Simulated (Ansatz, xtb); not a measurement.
**BF2H2PSi: which of two isomers lies lower**

Structure X: `FB(F)P=[SiH2]`, a singlet. Structure Y: `B=P[SiH](F)F`, a singlet. Both are isolated molecules in the gas phase, relaxed with PBE0-D3(BJ)/def2-SVP; the shapes shown needn't be the lowest conformers.

X (Å):

| atom | x (Å) | y (Å) | z (Å) |
| --- | --- | --- | --- |
| B | 2.1909 | 1.4376 | 0.2767 |
| F | 3.4714 | 1.3378 | -0.0336 |
| F | 1.9314 | 1.8076 | 1.5238 |
| P | 0.8896 | 1.0406 | -1.0856 |
| Si | -0.7550 | 1.4628 | 0.1076 |
| H | -2.1338 | 1.3316 | -0.4397 |
| H | -0.7713 | 1.9142 | 1.5266 |

Y (Å):

```yaml
atoms:
  - { symbol: B, position_ang: [-1.5126, -0.0257, -1.3456] }
  - { symbol: F, position_ang: [-1.3601, 2.4401, 1.3775] }
  - { symbol: F, position_ang: [0.2968, 0.7967, 0.2814] }
  - { symbol: P, position_ang: [-2.8480, 0.2232, -0.2960] }
  - { symbol: Si, position_ang: [-1.1633, 0.8832, 1.0006] }
  - { symbol: H, position_ang: [-0.6525, -0.2359, -2.1427] }
  - { symbol: H, position_ang: [-1.0809, 0.1195, 2.2644] }
```

Q: Which of the two would you expect CCSD(T)/def2-SVP + ΔMP2/def2-TZVPP electronic energies to favour?

A: Not settled: CCSD(T)/def2-SVP + ΔMP2/def2-TZVPP gives E(Y) − E(X) = −4.5 kcal/mol, but this leans on the basis-set step: CCSD(T) alone gives +8.6 kcal/mol.

How the difference moves with the method:

```tsv
level	geometry	E(Y) − E(X) (kcal/mol)	departure from the last row (kcal/mol)	job, with rough time for the two
PBE0-D3(BJ)/def2-SVP	PBE0-D3(BJ)/def2-SVP	+11.3	+15.8	optimisation, 61 s
HF/def2-SVP	PBE0-D3(BJ)/def2-SVP	+8.8	+13.3	part of the CCSD(T) run
MP2/def2-SVP	PBE0-D3(BJ)/def2-SVP	+5.8	+10.3	part of the CCSD(T) run
CCSD(T)/def2-SVP	PBE0-D3(BJ)/def2-SVP	+8.6	+13.1	single point
CCSD(T)/def2-SVP + ΔMP2/def2-TZVPP	PBE0-D3(BJ)/def2-SVP	−4.5		single point, 39 s
```

As drawn, Y has 1 B=P, 1 P–Si, 2 F–Si, 1 B–H in place of 2 B–F, 1 B–P, 1 P=Si, 1 Si–H.

PBE0-D3(BJ)/def2-SVP, HF/def2-SVP, MP2/def2-SVP, CCSD(T)/def2-SVP put the two in the other order. The largest departure from CCSD(T)/def2-SVP + ΔMP2/def2-TZVPP is that of PBE0-D3(BJ)/def2-SVP, 15.8 kcal/mol. A small imaginary or near-zero mode remains, so no thermal terms are given. Levels run at GFN2-xTB geometries aren't shown. The last row adds to CCSD(T) the change of the MP2 difference between the two basis sets, here −13.1 kcal/mol, a large step that makes the value less sure.

The correlated steps freeze 13 core orbitals. Programs: Ansatz 0.2.0; the last row on 1 thread of AMD EPYC 7R43 64-Core Processor (Zen 3) on a shared host.
